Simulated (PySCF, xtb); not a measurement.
W(NH)2(Br)(SH) (BrH3N2SW), SMILES [NH]=[W]([SH])(=[NH])[Br], multiplicity 1. One conformer was computed; it need not be the lowest.

Harmonic wavenumbers (cm⁻¹) from GFN2-xTB (xtb) at its own minimum, in rising order: 88, 124, 153, 160, 210, 226, 246, 294, 495, 533, 629, 634, 645, 885, 921, 2341, 3323, 3333.

Problem. What does PBE-D3(BJ)/def2-SVP in PySCF 2.14.0 give at its own minimum? (An estimate is asked for; the answer gives what the named calculation found.)

Solution. 88, 136, 174, 189, 249, 287, 308, 376, 416, 602, 612, 646, 692, 951, 988, 2598, 3528, 3537. Paired by order, the mean absolute difference is 74 cm⁻¹ and the zero-point energies are 21.8 and 23.4 kcal/mol.
